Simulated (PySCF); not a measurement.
A calculated (UHF, PySCF 2.14, def2-SVP, the non-relativistic Hamiltonian (point nucleus)) atom or ion has these occupied shells.

```
shell  electrons  orbital energy (eV)  rms radius, mean of both spins (bohr)
 1s α          1             -13373.2                                 0.0506
 1s β          1             -13372.8                                 0.0506
 2s α          1              -1812.3                                  0.210
 2s β          1              -1812.1                                  0.210
 2p α          3              -1632.0                                  0.185
 2p β          3              -1631.7                                  0.185
 3s α          1              -307.07                                  0.599
 3s β          1              -306.46                                  0.599
 3p α          3              -241.98                                  0.612
 3p β          3              -241.16                                  0.612
 3d α          5              -125.99                                  0.645
 3d β          5              -125.57                                  0.645
 4s α          1              -62.262                                   1.70
 4s β          1              -55.581                                   1.70
 4p α          2              -46.477                                   1.92
```

(1) Name the element and its charge.

## Answers

(1) Br³⁺ (bromine, charge +3), in [Ar] 3d10 4s2 4p2, high-spin 3P determinant.
